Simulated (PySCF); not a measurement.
Bond curve of CaH

Set-up: basis Ca def2-SVPD, H def2-SVPD; no relativity; PySCF 2.14. Energies in eV from Ca + H in their ground configurations at the same level. All curves are PBE0. state 1: ²Σ⁺ (doublet), unpaired electrons σ ↑; state 2: ²Π (doublet), unpaired electrons π ↑, a second solution, started from another occupation; state 3: quartet, unpaired electrons σ ↑↑, π ↑, a second solution, started from another occupation.

| R (Å) | state 1 | state 2 | state 3 |
| --- | --- | --- | --- |
| 1.708 | -1.574 | -0.0683 | 2.7560 |
| 1.787 | -1.750 | -0.2356 | 2.5043 |
| 1.867 | -1.853 | -0.3302 | 2.3092 |
| 1.926 | -1.891 | -0.3630 | 2.1926 |
| 1.986 | -1.903 | -0.3695 | 2.0969 |
| 2.046 | -1.892 | -0.3543 | 2.0186 |
| 2.125 | -1.851 | -0.3072 | 1.9359 |
| 2.224 | -1.766 | -0.2154 | 1.8594 |
| 2.344 | -1.629 | -0.0720 | 1.7958 |
| 2.502 | -1.414 | 0.1528 | 1.7422 |

Put a parabola through the three lowest points of the state 1 curve and estimate Re, k and ωe (reduced mass 0.983 u; 1 eV/Å² = 0.16022 mdyn/Å; ωe = 1302.8·√(k/μ) cm⁻¹).

Through R = 1.926, 1.986, 2.046 Å the second-order coefficient is 3.19 eV/Å², so Re ≈ 1.987 Å, k ≈ 1.02 mdyn/Å and ωe ≈ 1329 cm⁻¹. A polynomial fit of higher order to the unrounded PBE0 energies gives Re = 1.986 Å, k = 0.993 mdyn/Å, ωe = 1310 cm⁻¹; anharmonicity and rounding make the difference.

The higher-order fit for each curve: state 1: Re = 1.986 Å, ωe = 1310 cm⁻¹, De = 1.90 eV; state 2: Re = 1.972 Å, ωe = 1327 cm⁻¹, minimum 0.370 eV below the ground-state fragments. State 3 gave no clean fit.

Counting both spins, an empty level lies below a filled one in some of these solutions, because spin and occupation are held. The state was picked by a PBE0 search and need not be the measured ground state.
